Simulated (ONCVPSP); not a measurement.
Pseudopotential generation for neodymium (Nd): ONCV, PBE, fully relativistic.

```
Element                 : neodymium
Generator               : ONCVPSP 4.0.1
Type                    : optimised norm-conserving Vanderbilt (ONCV)
Functional              : PBE
Relativity              : fully relativistic
Frozen core             : [Kr] 4d10
Valence charge          : 14
Reference configuration : 4f4 5s2 5p6 6s1 (charge +1)
Partial waves           : 5s+6s: rc 2.70 bohr, ncon 4, nbas 7, qcut 5.4 1/bohr, 2 projectors; 5p: rc 1.85 bohr, ncon 4, nbas 8, qcut 5.2 1/bohr, 2 projectors, debl 4 Ha; d scattering state at 0.39 Ha: rc 2.70 bohr, ncon 5, nbas 8, qcut 3.8 1/bohr, 2 projectors, debl 2.7 Ha; 4f: rc 1.70 bohr, ncon 3, nbas 8, qcut 11 1/bohr, 2 projectors, debl 1.8 Ha
Local potential         : polynomial inside 1.20 bohr (lpopt 4, dvloc0 1 Ha)
Core correction         : Teter function, fcfact 3, rcfact 1
```

Open shells are filled in proportion to 2j + 1.

In the d channel the program set the typed energies aside and used 0.050, 2.750 Ha (j = l + 1/2; the other j can differ).

Question: Does the generator finish with these settings?

Answer: Yes, a potential is produced and its reference levels are reproduced.

Question: Estimate the cutoffs (Ha) at which the residual kinetic energy of the hardest occupied pseudo-wave falls to 1 and 0.1 mHa per electron.

Answer: 47 Ha and 52 Ha.

Question: What does a ghost test show?

Answer: No bound ghost flagged; GHOST(+) flagged for s at 29.6 eV, p3/2 at 204.8 eV, p1/2 at 211.2 eV.

Question: Which valence shell sets the plane-wave cutoff?

Answer: 4f: 47 Ha for 1 mHa per electron, against 12 Ha for 5p.

Tests left out (the all-electron energies of this program are off by 10 to 40 meV for near-neutral 4f atoms).
